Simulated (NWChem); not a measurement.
System: diethyl sulfide (C4H10S); SMILES CCSCC

The following NWChem deck was run.

```
start job
memory heap 200 mb stack 900 mb global 1100 mb
geometry units angstroms
  C     -0.299743     2.549878    -0.090372
  C     -0.597962     1.107196     0.275909
  S      0.849844     0.069593    -0.085163
  C      0.274792    -1.545850     0.509553
  C     -0.768216    -2.219548    -0.364339
  H      0.557150     2.936416     0.482197
  H     -1.169362     3.190276     0.122378
  H     -0.061383     2.646802    -1.160689
  H     -0.836867     1.019696     1.349274
  H     -1.468888     0.741161    -0.291254
  H     -0.082242    -1.431114     1.546976
  H      1.190226    -2.156435     0.560862
  H     -0.396927    -2.342710    -1.392541
  H     -1.699893    -1.635245    -0.411735
  H     -1.024362    -3.215302     0.032916
end
basis spherical
  * library def2-svp
end
dft
  xc slater vwn_5
  iterations 150
end
driver
  maxiter 120
end
task dft optimize
task dft freq
```

The level has its own optimisation; frequencies are unscaled. Brackets give each atom's bonded neighbours.

Task: Predict the main results of this run. (LDA (Slater exchange, VWN5)/def2-SVP.) Quantities: r C–C (Å); r C–H [C(CHHH)–H(C)] (Å); r C–S (Å); r C–H [C(CHHS)–H(C)] (Å); highest harmonic frequency (cm⁻¹); lowest (cm⁻¹); zero-point energy (kcal/mol); dipole (D).

Result: 
```json
{
 "r C–C (Å)": "1.508",
 "r C–H [C(CHHH)–H(C)] (Å)": "1.111",
 "r C–S (Å)": "1.808",
 "r C–H [C(CHHS)–H(C)] (Å)": "1.114",
 "highest harmonic frequency (cm⁻¹)": "3069",
 "lowest (cm⁻¹)": "49",
 "zero-point energy (kcal/mol)": "80.4",
 "dipole (D)": "1.46"
}
```
